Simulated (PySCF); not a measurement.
Al(F)2(OH), SMILES [OH][Al]([F])[F] (HAlF₂O), B3LYP/def2-SVP optimised geometry.

```
5

Al    -0.37     0.43     0.00
F      1.28     0.43     0.00
F     -1.15     1.88     0.00
O     -1.28    -0.99     0.00
H     -0.94    -1.88     0.00
```

Density from PySCF with B3LYP/def2-TZVP at that geometry.

Minimum of the electron density along straight lines between bonded atoms, close to the bond critical point (lines longer than 1.1 times the sum of covalent radii, or with two minima, are not listed):

```
bond    length / Å  ρ at the minimum / e bohr⁻³  ∇²ρ there / e bohr⁻⁵  position (fraction from the first atom)
------  ----------  ---------------------------  --------------------  ---------------------------------------
Al1–F2       1.654                        0.113                  0.90                                     0.44
Al1–F3       1.650                        0.114                  0.91                                     0.44
Al1–O4       1.682                        0.114                  0.83                                     0.43
O4–H5        0.961                        0.354                 -2.41                                     0.81
```
